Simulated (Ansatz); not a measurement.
Species: AgH, net charge 0, singlet state. 
Geometry from a B3LYP-D3(BJ)/def2-TZVP (Ansatz, a program for electronic structure) optimisation:
```
Ag
H 1 1.6191
```

Basis-set convergence of Hartree-Fock and MP2 correlation energies (hartree) with Ansatz. Valence correlation only, unless marked. No spin-orbit coupling. Frozen are the shells of the preceding noble gas and the d and f shells that filled before the atom's block. In def2 rows, elements after Kr have scalar-relativistic effective core potentials.

The T1 diagnostic of CCSD in the largest basis is 0.030, which is high, so the coupled-cluster rows are less sure than usual.

| basis | functions | E(HF) | E(corr, MP2) |
|---|---|---|---|
| def2-SVP | 36 | -146.62438 | -0.26219 |
| def2-TZVPP | 70 | -146.65953 | -0.42185 |
| def2-QZVPP | 118 | -146.66170 | -0.45796 |

Extrapolating the two largest sets (X = 3 and 4) as X^-3: E(corr) = (64·(-0.45796) - 27·(-0.42185))/37 = -0.4843 Eh, an estimate of the basis-set limit. The largest set recovers 94.6 % of it, the smallest 54.1 %.
